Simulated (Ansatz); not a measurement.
Spin states of H3O3Re (SMILES [OH][Re]([OH])[OH]), each relaxed with B3LYP-D3(BJ)/def2-TZVP.
State 1 (charge 0, multiplicity 3):
```xyz
7

Re     0.054    -0.072    -0.103
O     -1.218    -1.412    -0.370
H     -2.054    -1.292     0.108
O      0.168     1.374    -1.280
H     -0.334     2.161    -1.020
O      1.226    -0.182     1.346
H      2.056    -0.653     1.170
```
State 2 (charge 0, multiplicity 5):
```xyz
7

Re     0.070     0.222    -0.221
O     -0.810    -1.439     0.329
H     -1.684    -1.609    -0.037
O     -0.006     1.707    -1.438
H     -0.358     2.581    -1.235
O      1.434    -0.343     1.013
H      1.252    -1.194     1.440
```

Singlets are restricted, other states unrestricted; no spin–orbit coupling, no relativity up to Kr; see below for the cores. The largest T1 diagnostic is 0.028.

Correlated levels freeze the inner cores; with def2 sets outer-core shells near the valence are correlated too. CBS(a, b) extrapolates the correlation energy as X⁻³ and adds the Hartree–Fock energy of set b.

Programs: Ansatz (Gaussian basis) for Hartree–Fock, density functionals and correlated methods. Values without a source in brackets are computed. In def2 rows elements past Kr take small-core potentials, without spin–orbit coupling.

Give the energy of the multiplicity-5 state less that of the multiplicity-3 state at the level SVWN5/def2-TZVPP.

1.19 eV

What is the computed energy of the multiplicity-5 state less that of the multiplicity-3 state (r2SCANh/def2-TZVPP)?

0.63 eV

Estimate the energy of the multiplicity-5 state less that of the multiplicity-3 state that CCSD(T)/CBS(def2-SVP, def2-TZVPP) returns for this input.

0.79 eV

Ansatz is an electronic-structure program.
